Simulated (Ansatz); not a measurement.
Ansatz (a quantum-chemistry and plane-wave program) input (B3LYP-D3(BJ)/def2-TZVP):

Ansatz 0.2 input:
```yaml
crystal:
  periodic: [false, false, false]
  atoms:
    - {symbol: C, position_ang: [0.09197059, 0.81161203, 0.07997713]}
    - {symbol: C, position_ang: [-0.63951585, -0.53617174, -0.03936947]}
    - {symbol: C, position_ang: [0.81612707, -0.44059583, -0.12796016]}
    - {symbol: O, position_ang: [1.85945891, -0.99446213, -0.26896908]}
    - {symbol: H, position_ang: [0.13634900, 1.28608227, 1.04879185]}
    - {symbol: H, position_ang: [0.01215581, 1.51122964, -0.73850158]}
    - {symbol: H, position_ang: [-1.20570611, -0.73349038, -0.93724899]}
    - {symbol: H, position_ang: [-1.08220841, -0.95876318, 0.85010467]}
basis:
  gaussian:
    orbitals: def2-TZVP
hamiltonian:
  xc: b3lyp
  dispersion: d3bj
relax: {f_tol: 0.002, max_steps: 150}
```

Output:

```
Functional definition: B3LYP
integrals: 0.05 GiB planned
867 factors; their error is unknown
mean field: 0.54 GiB planned
mean field evaluation 1: about -5216.0148 eV, gradient 6.0e1 eV
mean field evaluation 2: about -5212.4730 eV, gradient 7.3e1 eV
mean field evaluation 4: about -5223.4745 eV, gradient 6.0e0 eV
mean field evaluation 8: about -5223.5423 eV, gradient 4.8e-2 eV
mean field evaluation 16: about -5223.5301 eV, gradient 1.9e-5 eV
mean field -5223.53012475 eV, -191.9611914486 hartree, gradient 1.9e-5 eV, S^2 0.000000; 0 other end points of the search recorded, 0 dependent functions left out
the calculation of the forces begins
reference -5223.53034540 eV, -191.9611995573 hartree; 15, 15 occupied and 133, 133 virtual orbitals, 867 factors
relax step   1: F+E_penalty+E_count = -5223.73958752 eV  Δ(F+E_penalty+E_count) = +0.000e0 eV  max|allowed force component| = 5.447e-1 eV/Å  Δτ_max = 0.0000 Å  (27 SCF iters, accepted)
these checks for a lower state are left out or cut short: starts, cluster_reference, orbital_swaps, neighbouring_geometries, increment
integrals: 0.05 GiB planned
867 factors; their error is unknown
mean field: 0.54 GiB planned
mean field -5223.54067622 eV, -191.9615792080 hartree, gradient 5.5e-6 eV, S^2 0.000000; 0 other end points of the search recorded, 0 dependent functions left out
the calculation of the forces begins
reference -5223.54089720 eV, -191.9615873290 hartree; 15, 15 occupied and 133, 133 virtual orbitals, 867 factors
relax step   2: F+E_penalty+E_count = -5223.74980480 eV  Δ(F+E_penalty+E_count) = -1.022e-2 eV  max|allowed force component| = 3.420e-1 eV/Å  Δτ_max = 0.0068 Å  (34 SCF iters, accepted)
these checks for a lower state are left out or cut short: starts, cluster_reference, orbital_swaps, neighbouring_geometries, increment
integrals: 0.05 GiB planned
867 factors; their error is unknown
mean field: 0.54 GiB planned
mean field -5223.54471034 eV, -191.9617274593 hartree, gradient 5.6e-6 eV, S^2 0.000000; 0 other end points of the search recorded, 0 dependent functions left out
the calculation of the forces begins
reference -5223.54493141 eV, -191.9617355833 hartree; 15, 15 occupied and 133, 133 virtual orbitals, 867 factors
relax step   3: F+E_penalty+E_count = -5223.75366972 eV  Δ(F+E_penalty+E_count) = -3.865e-3 eV  max|allowed force component| = 6.515e-2 eV/Å  Δτ_max = 0.0083 Å  (34 SCF iters, accepted)
these checks for a lower state are left out or cut short: starts, cluster_reference, orbital_swaps, neighbouring_geometries, increment
integrals: 0.05 GiB planned
867 factors; their error is unknown
mean field: 0.54 GiB planned
mean field evaluation 32: about -5223.5559 eV, gradient 5.6e-1 eV
mean field -5223.54482930 eV, -191.9617318311 hartree, gradient 5.6e-6 eV, S^2 0.000000; 0 other end points of the search recorded, 0 dependent functions left out
the calculation of the forces begins
reference -5223.54505029 eV, -191.9617399521 hartree; 15, 15 occupied and 133, 133 virtual orbitals, 867 factors
relax step   4: F+E_penalty+E_count = -5223.75382308 eV  Δ(F+E_penalty+E_count) = -1.534e-4 eV  max|allowed force component| = 1.433e-2 eV/Å  Δτ_max = 0.0015 Å  (34 SCF iters, accepted)
these checks for a lower state are left out or cut short: starts, cluster_reference, orbital_swaps, neighbouring_geometries, increment
integrals: 0.05 GiB planned
867 factors; their error is unknown
mean field: 0.54 GiB planned
mean field -5223.54481934 eV, -191.9617314647 hartree, gradient 5.6e-6 eV, S^2 0.000000; 0 other end points of the search recorded, 0 dependent functions left out
the calculation of the forces begins
reference -5223.54504029 eV, -191.9617395845 hartree; 15, 15 occupied and 133, 133 virtual orbitals, 867 factors
relax step   5: F+E_penalty+E_count = -5223.75383669 eV  Δ(F+E_penalty+E_count) = -1.362e-5 eV  max|allowed force component| = 2.123e-3 eV/Å  Δτ_max = 0.0006 Å  (34 SCF iters, accepted)
these checks for a lower state are left out or cut short: starts, cluster_reference, orbital_swaps, neighbouring_geometries, increment
integrals: 0.05 GiB planned
867 factors; their error is unknown
mean field: 0.54 GiB planned
mean field -5223.54481681 eV, -191.9617313719 hartree, gradient 5.6e-6 eV, S^2 0.000000; 0 other end points of the search recorded, 0 dependent functions left out
the calculation of the forces begins
reference -5223.54503776 eV, -191.9617394917 hartree; 15, 15 occupied and 133, 133 virtual orbitals, 867 factors
relax step   6: F+E_penalty+E_count = -5223.75383732 eV  Δ(F+E_penalty+E_count) = -6.295e-7 eV  max|allowed force component| = 3.016e-4 eV/Å  Δτ_max = 0.0003 Å  (35 SCF iters, accepted)
integrals: 0.05 GiB planned
867 factors; their error is unknown
mean field: 0.54 GiB planned
mean field evaluation 64: about -5223.5560 eV, gradient 4.2e-1 eV
mean field -5223.54481681 eV, -191.9617313719 hartree, gradient 5.6e-6 eV, S^2 0.000000; 1 other end points of the search recorded, 0 dependent functions left out
the calculation of the forces begins
reference -5223.54503776 eV, -191.9617394917 hartree; 15, 15 occupied and 133, 133 virtual orbitals, 867 factors
Total energy: -5223.75405827 eV, -191.9694208539 hartree
Atom 0 at     0.101708     0.824608     0.080941 Å, force     0.000049     0.000271     0.000302 eV/Å
Atom 1 at    -0.645061    -0.551412    -0.040816 Å, force    -0.000188    -0.000187    -0.000069 eV/Å
Atom 2 at     0.813424    -0.439244    -0.127343 Å, force    -0.000058     0.000141    -0.000090 eV/Å
Atom 3 at     1.860682    -0.994993    -0.269588 Å, force     0.000167    -0.000163    -0.000027 eV/Å
Atom 4 at     0.138718     1.290388     1.058963 Å, force     0.000009    -0.000021    -0.000268 eV/Å
Atom 5 at     0.014049     1.517909    -0.747609 Å, force    -0.000055    -0.000125     0.000192 eV/Å
Atom 6 at    -1.209803    -0.737115    -0.947137 Å, force     0.000081    -0.000090     0.000113 eV/Å
Atom 7 at    -1.085086    -0.964700     0.859414 Å, force    -0.000003     0.000173    -0.000151 eV/Å
Dipole moment:    -0.537592     0.285285     0.073022 e Å
```
